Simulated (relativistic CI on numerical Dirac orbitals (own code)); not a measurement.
Hg²⁺: q coefficients and field-shift factors

Method of calculation: Dirac-Coulomb-Breit CI, KLI orbitals optimised for each configuration, valence Slater integrals scaled by 0.85, P86 correlation energy added to each configuration, derivatives by finite differences, QED left out (own radial code, finite nucleus).

Configurations in the expansion (outside the closed core [Xe] 4f14): 5d10, 5d9 6s, 5d9 6p, 5d9 5f, 5d9 6d. Double excitations out of closed p, d and f shells are left out; levels of such configurations are missing from the list, as are those of other unlisted configurations, and high levels can miss mixing partners.

With x = (α/α₀)² − 1 an excitation energy changes as ω = ω₀ + qx; K = 2q/ω₀ is the relative enhancement. Terms are leading LS components, so labels can repeat. The field-shift factor is F = δν/δ⟨r²⟩ for the transition from the lowest level.

Lowest level 5d10 1S_0.

```
       Level  ω₀ (cm⁻¹)  q (cm⁻¹)  F (GHz/fm²)
 5d9 6s 3D_3    46544.8    -55830         95.9
 5d9 6s 3D_2    50357.1    -53430         93.3
 5d9 6s 3D_1    61265.0    -42340         97.9
 5d9 6s 1D_2    65287.3    -40980         92.6
5d9 6p 3P°_2   107303.9    -36250         14.3
5d9 6p 3F°_3   109584.7    -36470         14.3
5d9 6p 3F°_4   119761.3    -20200         10.5
5d9 6p 3P°_1   120893.3    -19980         12.1
5d9 6p 3F°_2   121170.1    -22470         13.1
5d9 6p 3D°_3   124472.6    -19940         10.5
5d9 6p 1D°_2   124484.9    -22310           14
5d9 6p 1P°_1   130725.0    -19070         13.9
5d9 6p 3P°_0   131768.9     -6479         12.3
```

For a near-neutral ion this model can misplace configurations by up to about 10,000 cm⁻¹ (more where the count of f electrons changes) and terms by 10 to 25 % of their spread. Rates follow the energies as ν³ (E1, M1) or ν⁵ (E2), so they and the lifetimes can be off by large factors. The fine structure of a lone outer electron comes out too small, for d and f at times inverted, and misplaced configurations move strength between like terms.

**Question.** Which transition from the lowest level has the largest |K|?

**Answer.** 5d9 6s 3D_3 at 46544.8 cm⁻¹, K = -2.4.
